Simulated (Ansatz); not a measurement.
Ta₂B₂⁻. Charge -1, multiplicity 2. Geometry PBE0-D4/def2-TZVP, that of the neutral singlet; atoms count from 1.

```xyz
4

Ta   -1.386    0.031    0.177
Ta    0.992   -0.340    0.924
B     0.259    1.162   -0.246
B     0.135   -0.853   -0.855
```

In the def2 sets Ta takes a core potential; there is no spin–orbit coupling. The highest occupied level of the charge -1 doublet lies above zero (up to 0.13 eV). By energy differences its removal costs 1.15 eV (vertical, to the charge 0 singlet, at PBE0-D4/def2-TZVPD); a positive level beside a positive removal energy at the same level points to self-interaction error. The structure comes from a short search, and lower isomers may exist.

Problem. Estimate the Mulliken populations from the PBE0/def2-TZVPD orbitals of Ansatz.

Solution. 
```
atom  charge (e)  spin (α − β)  d electrons
 Ta1       -0.32          0.55         3.59
 Ta2       -0.32          0.55         3.59
  B3       -0.18         -0.05            –
  B4       -0.18         -0.05            –
```
Mulliken values and Mayer orders depend strongly on the basis. With diffuse functions, as here, like atoms can get unlike values, and bond orders can come out too low or too high.

Problem. Where does the spin sit?

Solution. Summed by element: Ta 1.10, B -0.10, of 1 unpaired in all. Largest on single atoms: Ta1 0.55, Ta2 0.55, B4 -0.05.

Problem. And the Mayer bond orders between bonded heavy atoms (over 0.3)?

Solution. Ta1–Ta2 2.66 (2.52 Å); Ta1–B3 1.57 (2.04 Å); Ta1–B4 1.57 (2.04 Å); Ta2–B3 1.57 (2.04 Å); Ta2–B4 1.57 (2.04 Å).
